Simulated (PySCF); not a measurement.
`InChI=1S/C6H9FS/c1-5-4-6(7)2-3-8-5/h4,6H,2-3H2,1H3/t6-/m0/s1`

Molfile (atoms numbered from 1):
```
C6H9FS
     RDKit          3D

 17 17  0  0  0  0  0  0  0  0999 V2000
    2.5946    0.2396    0.4182 C   0  0  0  0  0  0  0  0  0  0  0  0
    1.1204    0.0829    0.2318 C   0  0  0  0  0  0  0  0  0  0  0  0
    0.4552    0.6065   -0.7957 C   0  0  0  0  0  0  0  0  0  0  0  0
   -1.0215    0.5515   -1.0317 C   0  0  1  0  0  0  0  0  0  0  0  0
   -1.2890   -0.3196   -2.0920 F   0  0  0  0  0  0  0  0  0  0  0  0
   -1.8320    0.0983    0.1766 C   0  0  0  0  0  0  0  0  0  0  0  0
   -1.2526   -1.1761    0.7596 C   0  0  0  0  0  0  0  0  0  0  0  0
    0.3629   -0.8412    1.5257 S   0  0  0  0  0  0  0  0  0  0  0  0
    3.0235    0.8384   -0.3806 H   0  0  0  0  0  0  0  0  0  0  0  0
    2.7975    0.7191    1.3746 H   0  0  0  0  0  0  0  0  0  0  0  0
    3.0746   -0.7374    0.4316 H   0  0  0  0  0  0  0  0  0  0  0  0
    1.0165    1.1161   -1.5666 H   0  0  0  0  0  0  0  0  0  0  0  0
   -1.3777    1.5311   -1.3813 H   0  0  0  0  0  0  0  0  0  0  0  0
   -1.8264    0.8922    0.9258 H   0  0  0  0  0  0  0  0  0  0  0  0
   -2.8619   -0.0785   -0.1404 H   0  0  0  0  0  0  0  0  0  0  0  0
   -1.1104   -1.9288   -0.0165 H   0  0  0  0  0  0  0  0  0  0  0  0
   -1.8807   -1.5819    1.5509 H   0  0  0  0  0  0  0  0  0  0  0  0
  1  2  1  0
  2  3  2  0
  3  4  1  0
  4  5  1  0
  4  6  1  0
  6  7  1  0
  7  8  1  0
  8  2  1  0
  1  9  1  0
  1 10  1  0
  1 11  1  0
  3 12  1  0
  4 13  1  6
  6 14  1  0
  6 15  1  0
  7 16  1  0
  7 17  1  0
M  END
```

Level of theory: GIAO LDA/pcSseg-0 magnetisability, rotational g tensor and spin-rotation constants, non-relativistic, gas phase in PySCF 2.14.0. Geometry: GFN2-xTB.

Give the nuclear spin-rotation constants along the inertial axes (H = +C I·J) beside the isotropic shieldings.

Rotational constants 2.5644, 1.5021, 1.0595 GHz. A star marks the isotopologue with that one atom substituted, in its own axes.
| atom | isotope | Caa (kHz) | Cbb (kHz) | Ccc (kHz) | mean (kHz) | σ (ppm) |
| --- | --- | --- | --- | --- | --- | --- |
| F5 | 19F | 0.593 | 0.779 | 1.200 | 0.857 | 361.5 |
| H9 | 1H | -0.291 | 0.034 | -0.135 | -0.131 | 30.7 |
| H10 | 1H | -0.136 | -0.163 | -0.057 | -0.119 | 30.6 |
| H11 | 1H | -0.232 | -0.175 | -0.005 | -0.137 | 30.4 |
| H12 | 1H | -0.270 | 0.129 | -0.136 | -0.092 | 26.9 |
| H13 | 1H | -0.144 | -0.105 | -0.029 | -0.092 | 27.2 |
| H14 | 1H | -0.269 | -0.178 | -0.004 | -0.150 | 31.2 |
| H15 | 1H | -0.001 | -0.125 | -0.134 | -0.087 | 30.3 |
| H16 | 1H | -0.274 | -0.142 | 0.008 | -0.136 | 29.3 |
| H17 | 1H | -0.305 | 0.040 | -0.129 | -0.131 | 30.3 |
| C1 | 13C* | 0.338 | 0.210 | 0.179 | 0.242 | 163.6 |
| C2 | 13C* | 1.072 | 0.688 | 0.145 | 0.635 | 39.0 |
| C3 | 13C* | 0.783 | 0.642 | 0.151 | 0.525 | 69.9 |
| C4 | 13C* | 0.681 | 0.422 | 0.186 | 0.429 | 101.6 |
| C6 | 13C* | 0.405 | 0.252 | 0.141 | 0.266 | 159.9 |
| C7 | 13C* | 0.342 | 0.246 | 0.156 | 0.248 | 162.8 |
| S8 | 33S* | 0.849 | 0.347 | 0.253 | 0.483 | 475.9 |

For the geometry as given, no vibrational averaging.
